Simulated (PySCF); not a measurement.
**LaSe from Hartree–Fock to correlated methods**

State: doublet, about 0.1 electrons in the 4f shell (Mulliken). Set-up: PySCF, scalar-relativistic core potentials, basis sets La def2-TZVPP with ECP46, Se def2-TZVPP. De refers to La (5d1 6s2) + Se in their high-spin ground configurations, without counterpoise correction. The functionals are run spin-unrestricted. A positive dipole means La(−)Se(+).

```json
{"Level": "UHF", "Re (Å)": "2.556", "ωe (cm⁻¹)": "313", "De (eV)": "n/a", "μ (D)": "-7.61", "CPU s a point (SCF and correlation, without the integrals)": "3.3"}
{"Level": "UHF-MP2", "Re (Å)": "2.530", "ωe (cm⁻¹)": "311", "De (eV)": "n/a", "μ (D)": "n/a", "CPU s a point (SCF and correlation, without the integrals)": "5.4"}
{"Level": "UHF-SCS-MP2", "Re (Å)": "2.538", "ωe (cm⁻¹)": "309", "De (eV)": "n/a", "μ (D)": "n/a", "CPU s a point (SCF and correlation, without the integrals)": "n/a"}
{"Level": "UHF-CCSD", "Re (Å)": "2.539", "ωe (cm⁻¹)": "310", "De (eV)": "4.79", "μ (D)": "n/a", "CPU s a point (SCF and correlation, without the integrals)": "n/a"}
{"Level": "UHF-CCSD(T)", "Re (Å)": "2.552", "ωe (cm⁻¹)": "299", "De (eV)": "5.07", "μ (D)": "n/a", "CPU s a point (SCF and correlation, without the integrals)": "350"}
{"Level": "LDA", "Re (Å)": "2.525", "ωe (cm⁻¹)": "305", "De (eV)": "6.27", "μ (D)": "-6.02", "CPU s a point (SCF and correlation, without the integrals)": "2.9"}
{"Level": "PBE", "Re (Å)": "2.549", "ωe (cm⁻¹)": "295", "De (eV)": "5.40", "μ (D)": "-6.09", "CPU s a point (SCF and correlation, without the integrals)": "3.9"}
{"Level": "BP86", "Re (Å)": "2.555", "ωe (cm⁻¹)": "293", "De (eV)": "5.35", "μ (D)": "-6.17", "CPU s a point (SCF and correlation, without the integrals)": "4.2"}
{"Level": "r²SCAN", "Re (Å)": "2.543", "ωe (cm⁻¹)": "303", "De (eV)": "5.15", "μ (D)": "-6.46", "CPU s a point (SCF and correlation, without the integrals)": "7.4"}
{"Level": "r²SCANh", "Re (Å)": "2.537", "ωe (cm⁻¹)": "307", "De (eV)": "5.07", "μ (D)": "-6.61", "CPU s a point (SCF and correlation, without the integrals)": "6.3"}
{"Level": "B3LYP", "Re (Å)": "2.555", "ωe (cm⁻¹)": "298", "De (eV)": "5.03", "μ (D)": "-6.65", "CPU s a point (SCF and correlation, without the integrals)": "6.1"}
{"Level": "PBE0", "Re (Å)": "2.530", "ωe (cm⁻¹)": "309", "De (eV)": "5.17", "μ (D)": "-6.61", "CPU s a point (SCF and correlation, without the integrals)": "6.9"}
{"Level": "LC-ωPBE", "Re (Å)": "2.511", "ωe (cm⁻¹)": "324", "De (eV)": "4.95", "μ (D)": "-7.41", "CPU s a point (SCF and correlation, without the integrals)": "7.6"}
```

The bond length runs from 2.511 Å (LC-ωPBE) to 2.556 Å (UHF). De spans 4.79 eV (UHF-CCSD, coupled cluster) to 6.27 eV (LDA, local density).

Correlated steps freeze 9 core orbitals. Spin–orbit coupling is left out, which matters for elements this heavy, above all for dissociation energies. The state is the lowest single determinant that the PBE0 search found; with open d or f shells the true ground state can be another one.

The whole job (state search and all levels along the bond) took about 32 min on 2 threads of Intel Xeon Platinum 8259CL @ 2.50GHz (shared host), peak memory 5.1 GiB.
